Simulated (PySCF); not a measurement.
# Computed records: Al2H5N2

All values are calculated (PySCF 2.14.0). Calculation on a computer-drawn molecule: optimised geometry and harmonic frequencies of an isolated molecule of the commonest isotopes, restricted reference for singlets and unrestricted otherwise, frozen core in MP2.

### Al2H5N2

Start structure:
```xyz
9
Al2H5N2
N     -2.1234     1.9661    -1.2319
Al    -0.8429     1.0699    -0.5049
N      0.8335     0.6747     0.0921
Al     0.5484    -1.1034     0.4082
H     -2.1363     2.9628    -1.4599
H     -3.0580     1.6490    -1.4358
H      1.6231     1.2938     0.2810
H      0.1401    -1.6921     1.7952
H      0.9664    -2.1815    -0.5983
```

It was run with charge 0, multiplicity 2, method HF and basis cc-pV(D+d)Z.

Drawn bonds:
```
atom  other atom  order
   1           2      1
   2           3      1
   3           4      1
   1           5      1
   1           6      1
   3           7      1
   4           8      1
   4           9      1
```

Question: What spin squared does the calculation give for Al2H5N2?
Answer: 0.7524

Further results for Al2H5N2:

* rotational constants: 26.25, 1.725, 1.619 GHz
* total energy: -595.7269 hartree
* convergence status largest gradient component: 1.525e-05 hartree/bohr

Optimised structure:
```xyz
9
Al2H5N2
N     -1.9696     2.1718    -1.3505
Al    -1.2397     0.5614    -1.2166
N     -0.0352     0.2667     0.0868
Al     0.8922    -1.1868     0.5270
H     -1.7764     2.9597    -0.7589
H     -2.6483     2.4332    -2.0409
H      0.1453     1.0714     0.6716
H      1.8950    -1.1349     1.7488
H      0.6876    -2.5030    -0.3217
```

Modes:
```
frequency (cm⁻¹)  reduced mass (dalton)
           68.92                  3.649
           129.7                  3.475
           182.7                   1.26
           231.2                  4.019
           336.8                  1.125
           403.2                  1.214
           514.2                  1.598
           603.5                  1.146
           623.5                  1.508
           661.1                  1.212
           745.7                  2.159
           816.3                  3.027
           852.3                  1.401
             909                  2.766
            1105                  1.538
            1671                  1.109
            1979                  1.056
            1993                  1.028
            3712                  1.074
            3767                  1.052
            3853                  1.093
```
